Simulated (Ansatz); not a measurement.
Mulliken charges of CH4InNO3 (`[NH2][In]([OH])[C](=O)O`) from B3LYP/def2-TZVPP in Ansatz (PBE0-D4/def2-TZVP geometry).

```
atom   x (Å)   y (Å)   z (Å)  charge (e)
  N1   0.382  -1.568   1.644      -0.482
 In2   0.327   0.069   0.489       0.833
  O3   1.245   1.592   1.370      -0.521
  C4  -0.337   0.231  -1.588       0.067
  O5   0.382   0.218  -2.545      -0.275
  O6  -1.675   0.362  -1.685      -0.253
  H7  -0.318  -2.282   1.511       0.132
  H8   0.537  -1.417   2.630       0.145
  H9   1.347   2.360   0.805       0.170
 H10  -1.891   0.436  -2.632       0.183
```

By hand: the dipole of these point charges (1 e Å = 4.8032 D).

Σ q r = (-0.345, -0.178, 0.157) e Å, of length 0.419 e Å = 2.01 D.

How does the dipole of the full density compare? (An estimate is asked.)

Computed: (-0.537, -0.064, -0.067) e Å, 2.62 D; the point charges give 0.77 times that, at 35° from its direction.

Point charges leave out the atoms' own dipoles, such as those of lone pairs, and Mulliken's split depends on the basis, so the two needn't agree.

B3LYP here is the variant with VWN-RPA as its local correlation; programs differ in this.
